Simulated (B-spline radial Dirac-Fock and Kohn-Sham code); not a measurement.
# X-ray lines that fill the L2 vacancy in Tm³⁺

System: the Tm³⁺ ion, configuration [Xe] 4f12.

Calculated with a radial finite-basis atomic code, using one-electron (LDA, Dirac) transition rates at Dirac-Fock energies.

| line | multipole | energy (eV) | width (meV) | share (%) |
| --- | --- | --- | --- | --- |
| Lη | E1 | 7304.0 | 20.9 | 2.13 |
| L2-M3 | E2 | 7731.9 | 0.591 | 0.0603 |
| Lβ1 | E1 | 8103.2 | 808 | 82.5 |
| Lγ5 | E1 | 9141.8 | 5.12 | 0.522 |
| Lγ1 | E1 | 9425.6 | 144 | 14.7 |
| L2-O1 | E1 | 9560.1 | 0.891 | 0.0909 |

The listed lines hold 100.0 % of the radiative rate. The radiative width is 0.979 eV in the length form and 0.999 eV in the velocity form; the two differ because the transition energies are not eigenvalue differences of the potential that gave the orbitals.
